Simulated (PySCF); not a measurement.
PySCF 2.14 output of an unrestricted B2PLYP calculation on a single atom or ion in aug-cc-pwCVDZ-PP with ECP60MDF, with a scalar-relativistic core potential:

```
SCF conv_tol = 1e-09
number electrons alpha = 8  beta = 4
    A. D. Becke.,  Phys. Rev. A 38, 3098 (1988)
    C. Lee, W. Yang, and R. G. Parr.,  Phys. Rev. B 37, 785 (1988)
    B. Miehlich, A. Savin, H. Stoll, and H. Preuss.,  Chem. Phys. Lett. 157, 200 (1989)
cycle= 1 E= -48.088642452374  delta_E= -0.00257  |g|= 0.0133  |ddm|= 0.761
cycle= 2 E= -48.0995676156684  delta_E= -0.0109  |g|= 0.041  |ddm|= 0.324
cycle= 3 E= -48.0976938836794  delta_E= 0.00187  |g|= 0.0376  |ddm|= 0.0297
cycle= 4 E= -48.0886911210947  delta_E= 0.009  |g|= 0.0121  |ddm|= 0.241
cycle= 5 E= -48.0884267217825  delta_E= 0.000264  |g|= 0.00488  |ddm|= 0.0729
cycle= 6 E= -48.0884531604149  delta_E= -2.64e-05  |g|= 0.00154  |ddm|= 0.0298
cycle= 7 E= -48.0884384057501  delta_E= 1.48e-05  |g|= 0.000325  |ddm|= 0.0146
cycle= 8 E= -48.0884384885096  delta_E= -8.28e-08  |g|= 0.000115  |ddm|= 0.00293
cycle= 9 E= -48.0884384948975  delta_E= -6.39e-09  |g|= 1.34e-05  |ddm|= 0.00092
cycle= 10 E= -48.0884384944639  delta_E= 4.34e-10  |g|= 5.2e-06  |ddm|= 0.000141
converged SCF energy = -48.0884384944639  <S^2> = 6.0019277  2S+1 = 5.000771
```

The run itself started from symmetry-adapted Hartree-Fock orbitals and held the occupation by maximum overlap, on a logarithmic radial grid, so the iterations belong to that start.

**Question.** Which element, charge and spin multiplicity is this?

**Answer.** Hf (hafnium, neutral), multiplicity 5; the state was [Xe] 4f14 5d4, high-spin 5D determinant (an excited configuration). The SCF energy lacks the PT2 part of the double hybrid.

Energies and moments cover only the electrons outside the core potential. Spin-orbit coupling, absent here, splits the open shell strongly.
